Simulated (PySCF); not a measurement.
Correlation energy of Ga²⁺ (gallium, charge +2)

[Ar] 3d10 4d1, 2D determinant (an excited configuration). Calculation: PySCF 2.14, in x2c-TZVPPall with one added diffuse shell each of s, p, d type (7s6p5d1f, 57 functions); scalar relativity by spin-free X2C-1e. Frozen: [Ne]; 19 electrons correlated.

MP2 pair energies summed by pair of shells (mhartree):

```tsv
pair	energy	share (%)
3d-3d	-114.41	42.8
3p-3d	-87.74	32.9
3s-3d	-23.35	8.7
3p-3p	-23.07	8.6
3s-3p	-12.94	4.8
3d-4d	-3.34	1.3
3s-3s	-1.71	0.6
3p-4d	-0.40	0.1
3s-4d	-0.09	0.0
```

Total MP2 correlation energy: -267.04 mhartree.

Same-spin part -88.85 and opposite-spin part -178.19 mhartree; SCS-MP2 scales them by 1/3 and 6/5 to -243.44 mhartree.

This basis was not built for core-valence correlation, so the inner-shell part is incomplete.
